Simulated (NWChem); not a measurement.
System: CoO, quartet; SMILES [O]=[Co]

```xyz
2

Co     0.0000     0.0000    -0.3617
O      0.0000     0.0000     1.1983
```
Atoms are numbered in this order, from 1.

Level: PBE0/def2-SVP, spin-unrestricted (NWChem), optimised geometry, unscaled harmonic frequencies. 

```
frequency (cm⁻¹)  IR intensity (km/mol)
----------------  ---------------------
979                               167.3
```

```json
{
  "zero_point_energy": "1.4 kcal/mol",
  "thermal correction to the enthalpy at 298.15 K (with zero-point energy)": "3.5 kcal/mol",
  "heat capacity Cv": "5.4 cal/(mol K)",
  "dipole_moment": "5.05 D"
}
```

Rigid rotor and harmonic oscillator.
